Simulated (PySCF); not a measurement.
SMILES c1ccc(C)cc1 (GFN2-xTB optimised geometry):

```
15

C     -1.482    -1.919     0.024
C     -0.715    -0.631     0.000
C     -1.381     0.589     0.001
C     -0.676     1.779     0.001
C      0.708     1.768     0.000
C      1.381     0.558     0.000
C      0.674    -0.631     0.000
H     -0.911    -2.720    -0.441
H     -2.432    -1.815    -0.496
H     -1.692    -2.208     1.054
H     -2.462     0.605     0.000
H     -1.209     2.720    -0.001
H      1.259     2.696    -0.002
H      2.462     0.540    -0.002
H      1.205    -1.572    -0.001
```

Method: PBE0/def2-TZVP (PySCF).

Problem. What are the frontier orbital energies and the dipole moment?

Solution. HOMO-2 -9.48 eV, HOMO-1 -7.22 eV, HOMO -6.94 eV, LUMO -0.12 eV, LUMO+1 -0.03 eV; dipole moment 0.38 D.

Meta-Löwdin charges at PBE0/def2-TZVP: C1 -0.35, C2 0.03, C3 -0.14, C4 -0.12, C5 -0.13, C6 -0.12, C7 -0.14, H8 0.12, H9 0.12, H10 0.13, H11 0.12, H12 0.12, H13 0.12, H14 0.12, H15 0.12.
